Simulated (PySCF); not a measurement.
C2H4BrClSi.
Atom-mapped SMILES: `[Cl:1][C@:2]1([Br:3])[CH2:4][SiH2:5]1` (hydrogens: H6, H7 on C4; H8, H9 on Si5)

Computed by this run: PBE0-D3(BJ)/def2-SVP geometry optimisation, gas phase (PySCF 2.14.0); density fitting, grid level 1; the optimiser is geomeTRIC in internal coordinates, started from a GFN2-xTB structure with every atom displaced at random (about 0.01 Å).

Step 1: E = -92549.9994 eV
```
atom  x, y, z in Å  |  force x, y, z in eV/Å
Cl1    -1.0568   -1.6981   -1.2568    0.133   0.185   0.137
C2     -0.4031   -0.7141    0.0695   -0.176  -0.190  -0.146
Br3    -0.6982   -1.5008    1.7903   -0.186  -0.035   0.231
C4     -0.6519    0.7821   -0.0425   -0.504   0.484  -0.056
Si5     1.1374    0.3204   -0.1412    0.870  -0.783  -0.024
H6     -1.0268    1.3061    0.8536    0.091  -0.159  -0.194
H7     -1.1533    1.1110   -0.9674    0.036  -0.111   0.185
H8      2.0287    0.3630    1.0462   -0.121   0.213   0.017
H9      1.8778    0.0093   -1.3900   -0.145   0.397  -0.150
```

Step 2: E = -92550.0776 eV
```
atom  x, y, z in Å  |  force x, y, z in eV/Å
Cl1    -1.0626   -1.6914   -1.2563    0.076   0.025   0.068
C2     -0.4082   -0.7331    0.0766    0.037  -0.027   0.061
Br3    -0.7786   -1.4884    1.8139   -0.047   0.004  -0.028
C4     -0.6370    0.7651   -0.0381   -0.047   0.257  -0.140
Si5     1.1645    0.2795   -0.1424    0.150  -0.536   0.049
H6     -1.0110    1.2823    0.8527    0.034  -0.020   0.017
H7     -1.1385    1.0907   -0.9571   -0.038  -0.032   0.013
H8      2.0493    0.4007    1.0405   -0.056   0.099   0.020
H9      1.8758    0.0736   -1.4281   -0.110   0.230  -0.060
```

Step 3: E = -92550.1086 eV
```
atom  x, y, z in Å  |  force x, y, z in eV/Å
Cl1    -1.0555   -1.7091   -1.2415    0.000  -0.037  -0.080
C2     -0.4115   -0.7475    0.0848    0.018   0.094   0.123
Br3    -0.8393   -1.4829    1.8191    0.036   0.010  -0.018
C4     -0.6188    0.7589   -0.0404    0.126   0.019  -0.118
Si5     1.1783    0.2306   -0.1410   -0.112  -0.132   0.070
H6     -0.9773    1.2786    0.8528   -0.017   0.002   0.058
H7     -1.1240    1.0836   -0.9561   -0.041  -0.010  -0.022
H8      2.0492    0.4206    1.0410    0.012   0.011   0.009
H9      1.8527    0.1461   -1.4569   -0.022   0.042  -0.023
```

Task: Estimate the geometry and energy of step 4. (The exact step hangs on the optimiser's Hessian estimate; all steps are aligned on step 3, rigid shifts and turns removed.)

Result: E = -92550.1110 eV, largest force 0.083 eV/Å
```
atom  x, y, z in Å  |  force x, y, z in eV/Å
Cl1    -1.0494   -1.7088   -1.2465   -0.015  -0.036  -0.017
C2     -0.4150   -0.7485    0.0880    0.013   0.055   0.061
Br3    -0.8405   -1.4770    1.8247    0.010  -0.007  -0.037
C4     -0.6147    0.7591   -0.0432    0.054   0.016  -0.040
Si5     1.1769    0.2171   -0.1366   -0.035  -0.014   0.025
H6     -0.9728    1.2788    0.8516   -0.014  -0.007   0.014
H7     -1.1223    1.0804   -0.9596   -0.013  -0.004   0.001
H8      2.0504    0.4178    1.0426    0.003  -0.003   0.001
H9      1.8413    0.1603   -1.4592   -0.002  -0.001  -0.008
```

The energy changes by -0.0024 eV. The first-order estimate −F·Δx gives -0.0044 eV and the mean of the old and new forces, exact on a quadratic surface, -0.0025 eV. The step makes an angle of 61° with the force vector and moves no atom by more than 0.018 Å.

What follows is the cost of the whole optimisation. Hardware: an Arm Neoverse V1 with one thread, shared host with 32 logical CPUs at a one-minute load of 32. Cost: 48 s of wall time, 0.46 GiB resident at most.
